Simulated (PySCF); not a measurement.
**Excitation energy of Si by level of theory**

Si [Ne] 3s2 3p2 (3P) → Si [Ne] 3s1 3p2 4s1 (5P), as a difference of total energies. All numbers are calculated (PySCF 2.14, the non-relativistic Hamiltonian (point nucleus), in aug-cc-pV(5+d)Z (8s7p6d4f3g2h, 136 functions)). Correlated levels: valence: [Ne] frozen. The calculations carry no spin-orbit coupling.

```json
{"method": "UHF", "excitation energy (cm⁻¹)": "68283"}
{"method": "LDA", "excitation energy (cm⁻¹)": "81178"}
{"method": "PBE", "excitation energy (cm⁻¹)": "80455"}
{"method": "PBE0", "excitation energy (cm⁻¹)": "79892"}
{"method": "r2SCAN", "excitation energy (cm⁻¹)": "78094"}
{"method": "CAM-B3LYP", "excitation energy (cm⁻¹)": "83630"}
{"method": "B2PLYP", "excitation energy (cm⁻¹)": "82091"}
{"method": "r2SCANh", "excitation energy (cm⁻¹)": "78199"}
{"method": "MP2 (valence)", "excitation energy (cm⁻¹)": "78294"}
{"method": "SCS-MP2 (valence)", "excitation energy (cm⁻¹)": "81406"}
```

The upper state lies above the first ionisation limit, but in LS coupling its spin forbids autoionisation to the ground ion. A Rydberg-like electron needs more diffuse functions than a valence basis has.

The promoted electron is Rydberg-like, and one or two diffuse shells describe it only roughly, which tends to raise the upper state.
